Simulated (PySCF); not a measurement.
**Ionising KRb**

RHF-SCS-MP2; PySCF, scalar-relativistic core potentials, basis sets K def2-SVPD, Rb def2-SVPD with ECP28. Neutral (RHF): singlet (closed shell), Re = 4.145 Å, ωe = 74.4 cm⁻¹, De = 0.36 eV.

KRb⁻ (ROHF): doublet (σ ↑), Re = 4.677 Å, ωe = 46.2 cm⁻¹. The energies at the minima are -622.98707 hartree for KRb and -623.00147 for KRb⁻.

**Question.** Work out the adiabatic electron affinity, without and with harmonic zero-point energies (1 hartree = 27.2114 eV, 1 eV = 8065.5 cm⁻¹), and the change of the bond length.

**Answer.** At SCS-MP2: 0.01440 hartree = 0.392 eV between the minima; the zero-point term (74.4 − 46.2)/2 cm⁻¹ = +0.002 eV makes it 0.394 eV. Re changes by +53.2 pm against the neutral. The electron enters a σ orbital, and the longer bond of the ion fits an antibonding orbital, or a change in how ionic the bond is.

Correlated steps freeze 5 core orbitals. Weak bonds: KRb. Basis-set superposition, not corrected here, can be much of De in a small basis, most of all at correlated wavefunction levels. Spin–orbit coupling is left out. Where the molecule has an RHF reference, its open-shell atoms are computed with UHF. States were picked by a PBE0 search and need not be the measured ground states.
